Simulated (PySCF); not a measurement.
difluoromethyl(methyl)silane (C₂H₆F₂Si), SMILES FC([SiH2]C)F.

Coordinates come from a B3LYP-D3(BJ)/def2-SVP optimisation. Other conformers were not sampled.

All values below come from PySCF with PBE/def2-TZVP.

Isolated molecule, no solvent.

- total energy: -568.67541 hartree
- point group: Cs
- highest occupied level: -6.92 eV
- lowest empty level: -0.33 eV
- orbital gap: 6.59 eV
- dipole moment: 1.40 D
- quadrupole, principal values (traceless, Buckingham form, about the centre of nuclear charge): -3.02, -2.79, 5.81 D·Å
- mean static polarisability: 54.6 bohr³ (8.09 Å³)
- polarisability, principal values: 50.6, 54.2, 58.9 bohr³
